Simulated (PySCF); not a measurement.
PySCF job for CH3Te, SMILES C[Te] (connectivity only; charge and spin as stated), charge +1, multiplicity 1, TDDFT-PBE/def2-TZVPD. Coordinates come from a B3LYP-D3(BJ)/def2-TZVP optimisation. The multiplicity is an assumed one; other spin states were not compared. The isomer is the one that the SMILES or the coordinates give; other isomers of the formula were not compared. The def2 effective core potentials stand for the cores of Te; spin–orbit coupling is left out.

```python
import numpy as np
from pyscf import gto, scf, dft, tdscf

mol = gto.M(
    atom='''
    C    -1.76337202    0.02410185    0.00000000
    Te    0.32462400    0.00142319    0.00000000
    H    -2.17597637    0.42804894   -0.92106713
    H    -2.17597637    0.42804882    0.92106719
    H    -1.94826308   -1.07471500   -0.00000008
    ''',
    basis='def2-TZVPD',
    ecp={'Te': 'def2-tzvp'},
    charge=1,
    spin=0,
    symmetry=True,
    max_memory=1600,
    verbose=4,
)
mf = dft.RKS(mol, xc='pbe').density_fit(auxbasis='def2-universal-jkfit')
mf.grids.level = 3
mf.conv_tol = 1e-9
mf.max_cycle = 100
mf.kernel()
mf.grids = dft.Grids(mol).set(level=1).build(with_non0tab=True)  # coarser grid for the response kernel
td = tdscf.TDDFT(mf)
td.singlet = True
td.nstates = 10
td.conv_tol = 1e-4
td.positive_eig_threshold = 1e-6
td.kernel(x0=td.get_init_guess(mf, 15))
td.analyze()
tt = tdscf.TDA(mf)
tt.singlet = False
tt.nstates = 4
tt.conv_tol = 1e-4
tt.positive_eig_threshold = 1e-6
tt.kernel(x0=tt.get_init_guess(mf, 9))
tt.analyze(verbose=3)
```

It prints:

```
PySCF version 2.14.0

[INPUT] verbose = 4
[INPUT] num. atoms = 5
[INPUT] num. electrons = 32
[INPUT] charge = 1
[INPUT] spin (= nelec alpha-beta = 2S) = 0
[INPUT] symmetry True subgroup None
[INPUT] Mole.unit = angstrom
[INPUT] Symbol           X                Y                Z      unit          X                Y                Z       unit  Magmom
[INPUT]  1 C     -1.763372020000   0.024101850000   0.000000000000 AA   -3.332290173521   0.045545895595   0.000000000000 Bohr   0.0
[INPUT]  2 Te     0.324624000000   0.001423190000   0.000000000000 AA    0.613450453461   0.002689439323   0.000000000000 Bohr   0.0
[INPUT]  3 H     -2.175976370000   0.428048940000  -0.921067130000 AA   -4.111999392825   0.808895264510  -1.740564618039 Bohr   0.0
[INPUT]  4 H     -2.175976370000   0.428048820000   0.921067190000 AA   -4.111999392825   0.808895037743   1.740564731423 Bohr   0.0
[INPUT]  5 H     -1.948263080000  -1.074715000000  -0.000000080000 AA   -3.681683639802  -2.030917011962  -0.000000151178 Bohr   0.0

nuclear repulsion = 60.5286313889199
point group symmetry = Cs
symmetry origin: [ 1.85874712e-09 -8.05457037e-09 -6.19582333e-10]
symmetry axis x: [ 1.00000000e+00 -6.37733515e-10  7.08644709e-10]
symmetry axis y: [ 6.37733520e-10  1.00000000e+00 -6.59429678e-09]
symmetry axis z: [-7.08644705e-10  6.59429670e-09  1.00000000e+00]
num. orbitals of irrep A' = 80
num. orbitals of irrep A" = 43
number of shells = 47
number of NR pGTOs = 186
number of NR cGTOs = 123
basis = def2-TZVPD
ecp = {'Te': 'def2-tzvp'}


[settings echo left out]
init E= -266.269382623864
HOMO (A") = -0.747872300767131  LUMO (A') = -0.734204901881917  gap/eV = 0.37191
cycle= 1 E= -304.32744986383  delta_E= -38.1  |g|= 3.72  |ddm|= 28.3
HOMO (A") = -0.400583884752075  LUMO (A') = -0.400127997754153  gap/eV = 0.01241

WARN: A' LUMO -0.400127997754153 < system HOMO -0.400583884752075


WARN: A" HOMO -0.400583884752075 > system LUMO -0.400127997754153

cycle= 2 E= -283.640488450349  delta_E= 20.7  |g|= 9.26  |ddm|=   19
HOMO (A') = -0.351463641348957  LUMO (A") = -0.34620891692005  gap/eV = 0.14299
cycle= 3 E= -307.355274198327  delta_E= -23.7  |g|= 0.901  |ddm|= 16.3
HOMO (A") = -0.444363305568007  LUMO (A') = -0.409097040633254  gap/eV = 0.95964
cycle= 4 E= -307.463346354531  delta_E= -0.108  |g|= 0.424  |ddm|= 2.47
HOMO (A') = -0.438088494407353  LUMO (A") = -0.434380971187168  gap/eV = 0.10089
cycle= 5 E= -307.494910572693  delta_E= -0.0316  |g|= 0.203  |ddm|= 2.29
HOMO (A") = -0.458956639895554  LUMO (A') = -0.441479128911432  gap/eV = 0.47559
cycle= 6 E= -307.50616134728  delta_E= -0.0113  |g|= 0.177  |ddm|= 2.26
HOMO (A") = -0.451849734878556  LUMO (A') = -0.445865117309667  gap/eV = 0.16285
cycle= 7 E= -307.50975207495  delta_E= -0.00359  |g|= 0.131  |ddm|= 0.111
HOMO (A') = -0.454255690166971  LUMO (A") = -0.441462631560815  gap/eV = 0.34812
cycle= 8 E= -307.495766861934  delta_E= 0.014  |g|= 0.188  |ddm|= 2.26
HOMO (A') = -0.454161719946883  LUMO (A") = -0.441483236867351  gap/eV = 0.34500
cycle= 9 E= -307.495804274882  delta_E= -3.74e-05  |g|= 0.187  |ddm|= 0.00135
HOMO (A') = -0.452744393557955  LUMO (A") = -0.442756962093939  gap/eV = 0.27177
cycle= 10 E= -307.496683158037  delta_E= -0.000879  |g|= 0.177  |ddm|= 0.0301
HOMO (A") = -0.464244288959525  LUMO (A') = -0.43690285953746  gap/eV = 0.74400
cycle= 11 E= -307.503338933716  delta_E= -0.00666  |g|= 0.21  |ddm|= 2.29
HOMO (A") = -0.462366989078446  LUMO (A') = -0.438214645568577  gap/eV = 0.65722
cycle= 12 E= -307.504419952816  delta_E= -0.00108  |g|= 0.199  |ddm|= 0.026
HOMO (A") = -0.460906611163125  LUMO (A') = -0.440424253224094  gap/eV = 0.55735
cycle= 13 E= -307.505707752783  delta_E= -0.00129  |g|= 0.185  |ddm|= 0.0315
HOMO (A") = -0.450257159172269  LUMO (A') = -0.448888802031828  gap/eV = 0.03723
cycle= 14 E= -307.510850202751  delta_E= -0.00514  |g|= 0.111  |ddm|= 0.153
HOMO (A') = -0.455633964702008  LUMO (A") = -0.440280676204914  gap/eV = 0.41778
cycle= 15 E= -307.494505010889  delta_E= 0.0163  |g|= 0.199  |ddm|= 2.26
HOMO (A') = -0.456126921631427  LUMO (A") = -0.439763945202471  gap/eV = 0.44526
cycle= 16 E= -307.494159192169  delta_E= 0.000346  |g|= 0.203  |ddm|= 0.0114
HOMO (A') = -0.454823221249919  LUMO (A") = -0.441459061579142  gap/eV = 0.36366
cycle= 17 E= -307.495262919698  delta_E= -0.0011  |g|= 0.191  |ddm|= 0.0343
HOMO (A') = -0.449360274926548  LUMO (A") = -0.448342957281519  gap/eV = 0.02768
cycle= 18 E= -307.499034941729  delta_E= -0.00377  |g|= 0.145  |ddm|= 0.14
HOMO (A") = -0.459166673489236  LUMO (A') = -0.439530937243903  gap/eV = 0.53432
cycle= 19 E= -307.506123561936  delta_E= -0.00709  |g|= 0.18  |ddm|= 2.26
HOMO (A") = -0.466368303349018  LUMO (A') = -0.433267718446595  gap/eV = 0.90071
cycle= 20 E= -307.501173862652  delta_E= 0.00495  |g|= 0.231  |ddm|= 0.108
HOMO (A') = -0.450290364935169  LUMO (A") = -0.446877563324906  gap/eV = 0.09287
cycle= 21 E= -307.498406867393  delta_E= 0.00277  |g|= 0.154  |ddm|= 2.28
[...]
cycle= 73 E= -307.498448850603  delta_E= 0.00956  |g|= 0.153  |ddm|= 2.25
HOMO (A") = -0.462365262165823  LUMO (A') = -0.437154506835979  gap/eV = 0.68602
cycle= 74 E= -307.504288287572  delta_E= -0.00584  |g|= 0.201  |ddm|= 2.27
HOMO (A') = -0.455835969930192  LUMO (A") = -0.441092381548579  gap/eV = 0.40119
cycle= 75 E= -307.494761762979  delta_E= 0.00953  |g|= 0.197  |ddm|= 2.29
HOMO (A') = -0.46026974972062  LUMO (A") = -0.436834149660838  gap/eV = 0.63772
cycle= 76 E= -307.491454155564  delta_E= 0.00331  |g|= 0.229  |ddm|= 0.0958
HOMO (A') = -0.46216098085854  LUMO (A") = -0.434664994808489  gap/eV = 0.74820
cycle= 77 E= -307.489726838204  delta_E= 0.00173  |g|= 0.244  |ddm|= 0.0447
HOMO (A') = -0.457976673263371  LUMO (A") = -0.438706384711173  gap/eV = 0.52437
cycle= 78 E= -307.49305460123  delta_E= -0.00333  |g|= 0.214  |ddm|= 0.091
HOMO (A') = -0.449700257893703  LUMO (A") = -0.448363456052202  gap/eV = 0.03638
cycle= 79 E= -307.498921706015  delta_E= -0.00587  |g|= 0.146  |ddm|= 0.201
HOMO (A") = -0.463509616119657  LUMO (A') = -0.436617326142393  gap/eV = 0.73178
cycle= 80 E= -307.503574014187  delta_E= -0.00465  |g|= 0.208  |ddm|= 2.27
HOMO (A") = -0.469666628771824  LUMO (A') = -0.431566479672487  gap/eV = 1.03676
cycle= 81 E= -307.499035562484  delta_E= 0.00454  |g|= 0.25  |ddm|= 0.0901
HOMO (A") = -0.468526321537287  LUMO (A') = -0.432458111219793  gap/eV = 0.98147
cycle= 82 E= -307.499922951088  delta_E= -0.000887  |g|= 0.242  |ddm|= 0.0166
HOMO (A") = -0.4587283523479  LUMO (A') = -0.441103988195039  gap/eV = 0.47958
cycle= 83 E= -307.506759837221  delta_E= -0.00684  |g|= 0.173  |ddm|= 0.148
HOMO (A") = -0.449166906484262  LUMO (A') = -0.44890142364129  gap/eV = 0.00722

WARN: A' LUMO -0.44890142364129 < system HOMO -0.449166906484262


WARN: A" HOMO -0.449166906484262 > system LUMO -0.44890142364129

cycle= 84 E= -307.51111131354  delta_E= -0.00435  |g|= 0.107  |ddm|= 0.138
HOMO (A') = -0.460526210828126  LUMO (A") = -0.436602400116249  gap/eV = 0.65100
cycle= 85 E= -307.491305823287  delta_E= 0.0198  |g|= 0.231  |ddm|= 2.28
HOMO (A') = -0.462283030181995  LUMO (A") = -0.434716702982472  gap/eV = 0.75012
cycle= 86 E= -307.489754795901  delta_E= 0.00155  |g|= 0.244  |ddm|= 0.04
HOMO (A') = -0.461582661264272  LUMO (A") = -0.435589695183412  gap/eV = 0.70730
cycle= 87 E= -307.490441678356  delta_E= -0.000687  |g|= 0.238  |ddm|= 0.0176
HOMO (A') = -0.459077300055734  LUMO (A") = -0.438176347109955  gap/eV = 0.56874
cycle= 88 E= -307.492527115459  delta_E= -0.00209  |g|= 0.219  |ddm|= 0.0561
HOMO (A') = -0.457250278595884  LUMO (A") = -0.440222304869452  gap/eV = 0.46335
cycle= 89 E= -307.494005900917  delta_E= -0.00148  |g|= 0.205  |ddm|= 0.043
HOMO (A') = -0.4499240899996  LUMO (A") = -0.447972197074112  gap/eV = 0.05311
cycle= 90 E= -307.498817898057  delta_E= -0.00481  |g|= 0.148  |ddm|= 0.169
HOMO (A") = -0.472425157797264  LUMO (A') = -0.429091855082875  gap/eV = 1.17916
cycle= 91 E= -307.49663740679  delta_E= 0.00218  |g|= 0.269  |ddm|=  2.3
HOMO (A") = -0.461078094154028  LUMO (A') = -0.438655420469551  gap/eV = 0.61015
cycle= 92 E= -307.505210638356  delta_E= -0.00857  |g|= 0.19  |ddm|= 0.169
HOMO (A") = -0.462497209172821  LUMO (A') = -0.43729429149994  gap/eV = 0.68581
cycle= 93 E= -307.504250881142  delta_E= 0.00096  |g|= 0.201  |ddm|= 0.022
HOMO (A") = -0.4531339460035  LUMO (A') = -0.445630655311865  gap/eV = 0.20417
cycle= 94 E= -307.509562288937  delta_E= -0.00531  |g|= 0.134  |ddm|= 0.141
HOMO (A") = -0.459777728187484  LUMO (A') = -0.439650057141654  gap/eV = 0.54770
cycle= 95 E= -307.50598779049  delta_E= 0.00357  |g|= 0.182  |ddm|=  0.1
HOMO (A") = -0.455244362599435  LUMO (A') = -0.443873647553584  gap/eV = 0.30941
cycle= 96 E= -307.508559440081  delta_E= -0.00257  |g|= 0.149  |ddm|= 0.069
HOMO (A") = -0.450586690213512  LUMO (A') = -0.447510444155496  gap/eV = 0.08371
cycle= 97 E= -307.510553452488  delta_E= -0.00199  |g|= 0.117  |ddm|= 0.0662
HOMO (A') = -0.462352297735331  LUMO (A") = -0.434449062181224  gap/eV = 0.75929
cycle= 98 E= -307.489583365915  delta_E= 0.021  |g|= 0.246  |ddm|= 2.29
HOMO (A') = -0.462363080812665  LUMO (A") = -0.434438871224364  gap/eV = 0.75986
cycle= 99 E= -307.489574061943  delta_E= 9.3e-06  |g|= 0.246  |ddm|= 0.000231
HOMO (A') = -0.464516441221436  LUMO (A") = -0.432495805497113  gap/eV = 0.87133
cycle= 100 E= -307.487732981905  delta_E= 0.00184  |g|= 0.261  |ddm|= 0.0459
SCF not converged.
SCF energy = -307.487732981905
tot grids = 20624
Overwritten attributes  positive_eig_threshold  of <class 'pyscf.tdscf.rks.CasidaTDDFT'>


******** <class 'pyscf.tdscf.rks.CasidaTDDFT'> for <class 'pyscf.df.df_jk.DFSymAdaptedRKS'> ********
nstates = 10 singlet
deg_eia_thresh = 1.000e-03
wfnsym = None
conv_tol = 0.0001
eigh lindep = 1e-12
eigh level_shift = 0
eigh max_cycle = 100

WARN: Ground state SCF is not converged



Excitation energies (eV)
[1.2305293  3.23399422 4.93869264 5.24187982 5.85495127 7.75496208
 8.86122002 8.94196891 8.99966639 9.41977847]

** Singlet excitation energies and oscillator strengths **
Excited State   1:   A"      1.23053 eV   1007.57 nm  f=0.0000
      16 -> 17       -0.71741
Excited State   2:   A"      3.23399 eV    383.38 nm  f=0.0022
      15 -> 17        0.70656
Excited State   3:   A"      4.93869 eV    251.05 nm  f=0.0002
      13 -> 17       -0.70618
Excited State   4:   A'      5.24188 eV    236.53 nm  f=0.0310
      14 -> 17       -0.69696
      15 -> 18       -0.11145
Excited State   5:   A'      5.85495 eV    211.76 nm  f=0.0023
      16 -> 18        0.70450
Excited State   6:   A'      7.75496 eV    159.88 nm  f=0.0895
      16 -> 19        0.70485
Excited State   7:   A'      8.86122 eV    139.92 nm  f=0.0409
      15 -> 18        0.33913
      16 -> 20        0.58272
      16 -> 25        0.12080
Excited State   8:   A'      8.94197 eV    138.65 nm  f=0.2972
      15 -> 18        0.48129
      15 -> 19       -0.14942
      16 -> 20       -0.35607
      16 -> 22       -0.16131
      16 -> 25        0.26148
Excited State   9:   A"      8.99967 eV    137.77 nm  f=0.0433
      12 -> 17       -0.17897
      16 -> 21        0.68203
Excited State  10:   A'      9.41978 eV    131.62 nm  f=0.1027
      13 -> 18        0.18107
      16 -> 20       -0.11500
      16 -> 22        0.56874
      16 -> 23       -0.35048

** Transition electric dipole moments (AU) **
state          X           Y           Z        Dip. S.      Osc.
  1        -0.0000     -0.0000     -0.0243      0.0006      0.0000
  2        -0.0000     -0.0000     -0.1653      0.0273      0.0022
  3         0.0000     -0.0000      0.0445      0.0020      0.0002
  4        -0.4877      0.0559     -0.0000      0.2410      0.0310
  5         0.0190     -0.1252      0.0000      0.0160      0.0023
  6        -0.0382      0.6853     -0.0000      0.4711      0.0895
  7        -0.4045     -0.1572     -0.0000      0.1884      0.0409
  8        -1.1626     -0.0715     -0.0000      1.3568      0.2972
  9         0.0000     -0.0000      0.4431      0.1964      0.0433
 10        -0.0387      0.6661     -0.0000      0.4452      0.1027

WARN: ECP detected. Skipping calculation of transition velocity and magnetic dipole moments, which have not yet been implemented.

Overwritten attributes  positive_eig_threshold  of <class 'pyscf.tdscf.rks.TDA'>


******** <class 'pyscf.tdscf.rks.TDA'> for <class 'pyscf.df.df_jk.DFSymAdaptedRKS'> ********
nstates = 4 triplet
deg_eia_thresh = 1.000e-03
wfnsym = None
conv_tol = 0.0001
eigh lindep = 1e-12
eigh level_shift = 0
eigh max_cycle = 100

WARN: Ground state SCF is not converged



Excitation energies (eV)
[0.35908603 2.59402859 4.58457438 4.74464699]

** Triplet excitation energies and oscillator strengths **
Excited State   1:   A"      0.35909 eV   3452.77 nm  f=0.0000
Excited State   2:   A"      2.59403 eV    477.96 nm  f=0.0000
Excited State   3:   A'      4.58457 eV    270.44 nm  f=0.0000
Excited State   4:   A"      4.74465 eV    261.31 nm  f=0.0000
```

Convergence was not reached.
